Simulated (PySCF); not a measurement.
ZrH₄, SMILES [ZrH4], multiplicity 1. Atoms are numbered in the order given.

```xyz
5

Zr     0.0000     0.0000     0.0000
H      1.0664     1.0664     1.0664
H     -1.0664     1.0664    -1.0664
H     -1.0664    -1.0664     1.0664
H      1.0664    -1.0664    -1.0664
```

Geometry optimised at r2SCAN-D4/def2-TZVPD. The multiplicity is an assumed one; other spin states were not compared. The def2 effective core potentials stand for the cores of Zr; spin–orbit coupling is left out.

Calculation: TDA-M06-2X/def2-TZVPD in PySCF.

Vertical excitations; the highest root listed may be one member of a degenerate set. The molecule is in vacuum. State labels are in the subgroup D2.

| state | symmetry | energy (eV) | λ (nm) | f | main pairs |
|---|---|---|---|---|---|
| S1 | B1 | 3.85 | 322 | 0.000 | HOMO−1→LUMO, HOMO−1→LUMO+1 (degenerate set) |
| S2 | B3 | 3.85 | 322 | 0.000 | HOMO→LUMO, HOMO→LUMO+1 (degenerate set) |
| S3 | B2 | 3.85 | 322 | 0.000 | HOMO−2→LUMO+1 (degenerate set) |
| S4 | B1 | 4.17 | 297 | 0.008 | HOMO−1→LUMO+1, HOMO−1→LUMO (degenerate set) |
| S5 | B3 | 4.17 | 297 | 0.008 | HOMO→LUMO+1, HOMO→LUMO (degenerate set) |
| S6 | B2 | 4.17 | 297 | 0.008 | HOMO−2→LUMO (degenerate set) |
| S7 | B2 | 4.95 | 251 | 0.000 | HOMO→LUMO+2, HOMO−1→LUMO+3 (degenerate set) |
| S8 | B1 | 4.95 | 251 | 0.000 | HOMO−2→LUMO+3, HOMO→LUMO+4 (degenerate set) |
| S9 | B3 | 4.95 | 251 | 0.000 | HOMO−2→LUMO+2, HOMO−1→LUMO+4 (degenerate set) |
| S10 | A | 5.17 | 240 | 0.000 | HOMO−3→LUMO 81 % |
| T1 | B2 | 3.51 | 353 | 0 | HOMO−2→LUMO (degenerate set) |
| T2 | B1 | 3.51 | 353 | 0 | HOMO−1→LUMO+1, HOMO−1→LUMO (degenerate set) |
| T3 | B3 | 3.51 | 353 | 0 | HOMO→LUMO+1, HOMO→LUMO (degenerate set) |
| T4 | B3 | 3.52 | 352 | 0 | HOMO→LUMO 68 %, HOMO→LUMO+1 23 % |
Triplets are in the Tamm–Dancoff approximation.
